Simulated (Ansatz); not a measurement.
## Match the barriers

Saddle point of ZnH₂Cl₂, singlet (ZnCl₂ + H₂ → ZnHCl ([Cl][ZnH]) + HCl; bonds formed: Zn1–H5, Cl2–H4; bonds broken: Zn1–Cl2, H4–H5), PBE0-D4/def2-TZVP structure:

Zn1  (-0.259, 0.402, -0.408)
Cl2  (0.483, -1.756, 0.497)
Cl3  (-1.226, 0.899, -2.202)
H4  (0.573, -0.326, 1.054)
H5  (0.429, 0.781, 1.059)
(Å)

Computed with Ansatz 0.2.0 (basis: def2-TZVPP, with def2-QZVPP for the basis limit); correlated methods freeze the cores. The 3s and 3p shells of Cu and Zn are frozen; filled d shells are correlated. Extrapolation: Hartree–Fock as exp(−7.88 √X), correlation as X^−2.97. Four methods, as single points on the PBE0-D4 structures, gave these electronic barriers from the start structure: 0.981, 1.380, 1.620, 2.035 eV.

Problem. The methods were, in alphabetical order, HF, MP2, r2SCAN-D4, SPW92. Which gave which? (A judgement: the text doesn't fix the answer.)

Solution. By the calculation: SPW92 0.981; r2SCAN-D4 1.380; MP2 1.620; HF 2.035 eV. For comparison, CCSD(T) at an estimated basis limit (MP2 extrapolated from triple and quadruple zeta, plus CCSD(T) − MP2 in triple zeta) gives 1.643 eV.

T1 diagnostic: at most 0.014.

Labels in which every atom is bracketed show which atoms are joined, not bond orders.

For scale, one of the runs: CCSD(T)/def2-TZVPP, 176 basis functions (an equivalent command: `ansatz run in.yaml --threads 4`). The run took 44 s on 4 CPU threads (shared host), with 1.5 GiB of host memory at its peak.
